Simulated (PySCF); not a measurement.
**Excitation energy of B+ by level of theory**

B+ [He] 2s2 (1S) → B+ [He] 2s1 3s1 (3S), as a difference of total energies. All numbers are calculated (PySCF 2.14, the non-relativistic Hamiltonian (point nucleus), in aug-cc-pwCVDZ). Correlated levels: valence: 1s2 frozen. The calculations carry no spin-orbit coupling.

| method | excitation energy (eV) |
| --- | --- |
| UHF | 14.692 |
| MP2 (valence) | 15.535 |
| SCS-MP2 (valence) | 15.775 |
| CCSD (valence) | 16.102 |

**Question.** How much does correlation contribute at MP2 (valence)?

**Answer.** 15.535 − (14.692) = 0.843 eV, measured against UHF.

Errors of the correlated levels include the incompleteness of this basis and the frozen core.

With two correlated electrons CCSD is exact in that space.

The coupled-cluster amplitudes are large for the lower state (T1 above 0.03 or a double amplitude above 0.15), so a single reference is strained.

For comparison: 16.090 eV (measured; NIST levels).
